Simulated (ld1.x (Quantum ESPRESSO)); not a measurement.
## What one change does to a pseudopotential (bromine (Br), TM)

| Property | Result |
| --- | --- |
| Element | Br (Z = 35) |
| Generator | ld1.x (Quantum ESPRESSO) 7.5 |
| Type | norm-conserving Troullier–Martins (Kleinman–Bylander form) |
| Functional | PBE |
| Relativity | scalar-relativistic |
| Frozen core | [Ar] 3d10 |
| Valence charge | 7 |
| Reference configuration | 4s2 4p3.5 (charge +1.5) |
| Partial waves | 4p (bound): rc 1.15 bohr; 4d channel at -0.2 Ry: rc 1.15 bohr; 4s (bound): rc 1.00 bohr |
| Local potential | the s channel |
| Core correction | Bessel-smoothed model core inside 0.50 bohr |

Change: all radii but the core radius scaled by about 1.20 (s 1.20, p 1.38, d 1.38 bohr).

Cutoffs: the cutoffs (Ry, on a coarse ladder) from which the occupation-weighted sum of valence levels, in a spherical-Bessel basis at the reference potential, stays within 10 and 1 mRy of its value at 400 Ry; they do not see the model core or the augmentation charge, which bear on the density cutoff. Errors are all-electron minus pseudo energies relative to the spin-unpolarised reference configuration.

Task: How do hardness, ghosts and transferability respond?

Result: Both files keep a bound ghost (d, p); of the 7 tests that both files solve, the error grows in 0 and shrinks in 6 by more than 15 % and 0.3 meV (median size 46.5 → 14.0 meV). That the errors move this way runs against the usual rule that smaller radii transfer better.

| quantity | base | changed |
| --- | --- | --- |
| cutoff, loose | 200 Ry | 60 Ry |
| cutoff, tight | over 300 Ry | 120 Ry |
| loose cutoff by channel (10 mRy a level) | p 80 Ry, s 90 Ry | p 10 Ry, s 45 Ry |
| bound ghosts | p, d | p, d |
| error for 4s2 4p5, meV [ΔE -22.59 eV] | -47 | -14 |
| error for 4s2 4p4, meV [ΔE -10.04 eV] | -4.7 | -0.9 |
| error for 4s2 4p3, meV [ΔE 12.72 eV] | -7.8 | -5.0 |
| error for 4s2 4p1, meV [ΔE 92.73 eV] | -80 | -87 |
| error for 4s2 4p2, meV [ΔE 46.71 eV] | -50 | -36 |
| error for 4s2 4p4.5, meV [ΔE -17.51 eV] | -21 | -6.2 |
| error for 4s2 4p5.3, meV [ΔE -24.55 eV] | -64 | -19 |

 A true bound ghost makes a file unfit for plane-wave use even where its test errors are small: the radial tests pick states by their node count and pass the ghost by.
